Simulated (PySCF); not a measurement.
Ba(F)2 cation (BaF2), SMILES [F][Ba][F] (connectivity only; charge and spin as stated), charge +1, multiplicity 2.

Geometry optimised at B3LYP-D3(BJ)/def2-TZVP. The spin state was assumed, not searched. The isomer is the one that the SMILES or the coordinates give; other isomers of the formula were not compared. The def2 effective core potentials stand for the cores of Ba; spin–orbit coupling is left out.

The numbers are results of ωB97X/def2-TZVPD (PySCF), not measurements.

Computed frontier levels, dipole moment and polarisability:
The α spin, highest occupied and lowest empty level comes out as -17.86 and -4.21 eV and the β spin, highest occupied and lowest empty level is -17.45 and -7.34 eV. The dipole moment about the centre of nuclear charge is 8.39 D and the mean static polarisability is 30.6 bohr³ (4.54 Å³). The polarisability, principal values is 19.4, 28.8, 43.7 bohr³ and the ⟨S²⟩ is 0.758 (pure state 0.75).
